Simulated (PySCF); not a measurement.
Isomers of C8H5N, one GFN2-xTB conformer each. Single-point energies are computed at wB97X-D/def2-SVPD (PySCF, gas phase, no added dispersion term), electronic only.

Question: Rank them by wB97X-D/def2-SVPD energy, lowest first (kJ/mol).
A. `[CH2:1]=[CH:2][CH2:3][C:4]#[C:5][C:6]#[C:7][C:8]#[N:9]` with C1–C2–C3–C4 -120°
B. `C#CC#C/C(C)=C\C#N`

Answer: B (0.0), A (17.9).

GFN2-xTB itself gives, in the same order: 0.0, 20.0. Both levels put the same isomer lowest.

Q: Which frontier levels, dipoles and rotational constants go with these structures?

A: 
```json
{"SMILES": "C#CC#C/C(C)=C\\C#N", "HOMO (eV, wB97X-D/def2-SVPD)": "-8.95", "LUMO (eV)": "-0.87", "dipole (D)": "4.45", "A, B, C (MHz)": "2277, 995.8, 695.8"}
{"SMILES": "C=CCC#CC#CC#N", "HOMO (eV, wB97X-D/def2-SVPD)": "-9.49", "LUMO (eV)": "-0.51", "dipole (D)": "6.40", "A, B, C (MHz)": "10136, 437.7, 425.7"}
```
